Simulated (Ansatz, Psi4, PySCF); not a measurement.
C2H6Mg, triplet, geometry from GFN2-xTB (such geometries of metal compounds can be far from the true shape) (a higher spin typed on purpose: for a closed-shell molecule this is an excited state) (in this run its highest filled SCF level lies above zero, so its values depend strongly on the basis, on diffuse functions most of all), atoms displaced at random by about 0.03 Å a coordinate. Base run: PySCF with HF/STO-3G, gradient.

The PySCF input:
```python
from pyscf import gto, scf

mol = gto.M(
    atom='''
Mg    0.039127    0.000472    0.002052
C     1.769628    0.256350   -1.420224
H     2.438862   -0.621462   -1.294134
H     2.254401    1.212328   -1.165651
H     1.373141    0.269983   -2.452021
C    -1.751432   -0.301560    1.398857
H    -2.294702   -1.179224    1.181431
H    -2.360608    0.602956    1.302556
H    -1.349193   -0.232763    2.458953
''',
    basis='sto-3g',
    charge=0,
    spin=2,
    verbose=4,
)

mf = scf.UHF(mol)
mf.kernel()
g = mf.nuc_grad_method()
grad = g.kernel()
```

Programs used: Ansatz (a first-principles code), Psi4, PySCF; a row that names a program was run with it.

The coordinate followed is x of atom 8.

Variants of this job, named by their change:

| change | dE/dx (Eh/bohr) | net force (Eh/bohr) |
|---|---|---|
| base | -0.000482 | 0.000000 |
| code = ansatz | -0.006799 | 0.000000 |
| code = psi4 | -0.000477 | 0.000000 |
| finite difference step (bohr) = 0.2; conv_tol = 1e-11 | -0.000398 | - |
| density fitting = on | -0.000477 | 0.000000 |
| conv_tol = 1e-11 | -0.000482 | 0.000000 |
| finite difference step (bohr) = 1e-3; conv_tol = 1e-11 | -0.000482 | - |
| finite difference step (bohr) = 1e-4; conv_tol = 1e-11 | -0.000482 | - |
| conv_tol = 1e-4 | -0.003334 | 0.000000 |
| finite difference step (bohr) = 0.05; conv_tol = 1e-11 | -0.000476 | - |
| finite difference step (bohr) = 1e-5; conv_tol = 1e-11 | -0.000482 | - |
| conv_tol = 1e-6 | -0.000494 | 0.000000 |

The net force is zero for an exact gradient.

Open shells are given as the SCF converged; they aren't shown to be the lowest states, and a large step between rows can be another state.
